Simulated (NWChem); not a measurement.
System: C3H7NSi; SMILES N#CCC[SiH3]

```xyz
12

N      0.9665    -2.4039    -0.1461
C      0.0753    -1.6958     0.0632
C     -1.0437    -0.7917     0.3139
C     -0.9273     0.5527    -0.4169
Si     0.5459     1.6452     0.0690
H     -1.9661    -1.3182     0.0162
H     -1.1153    -0.6409     1.4044
H     -1.8453     1.1325    -0.2247
H     -0.8928     0.3868    -1.5065
H      0.5165     1.8932     1.5444
H      0.4265     2.9510    -0.6472
H      1.8417     0.9988    -0.2907
```
Atoms are numbered in this order, from 1.

Computed with NWChem. Medium grid unless said otherwise, to which SCAN and Minnesota functionals are sensitive. Coordinates come from a PBE0/def2-SVP optimisation. Not confirmed as a minimum by frequencies. Total energies of different functionals are on different scales.

| level | energy (Ha) | highest occupied level (eV) | orbital gap (eV) | dipole (D) |
|---|---|---|---|---|
| B3LYP/def2-SVP | -462.5561 | -8.73 | 8.94 | 3.78 |
| PBE/def2-SVP | -462.1504 | -7.64 | 7.16 | 3.73 |
| BLYP/def2-SVP | -462.4436 | ? | 7.12 | ? |
| MPW1K/def2-SVP | -462.4943 | -10.01 | 11.08 | 3.95 |
| PBE0/def2-SVP | -462.2001 | -9.00 | 9.44 | 3.85 |
| r2SCAN/def2-SVP | -462.3966 | -7.98 | 7.76 | 3.89 |
| PW91/def2-SVP | -462.4368 | -7.69 | 7.15 | 3.72 |
| BHandHLYP/def2-SVP | -462.4235 | -10.21 | 11.56 | 3.91 |
| revPBE/def2-SVP | -462.4228 | -7.61 | 7.22 | 3.71 |

**Question.** Some entries are withheld; supply them.

**Answer.** 
- BLYP/def2-SVP, highest occupied level (eV): -7.48
- BLYP/def2-SVP, dipole (D): 3.67
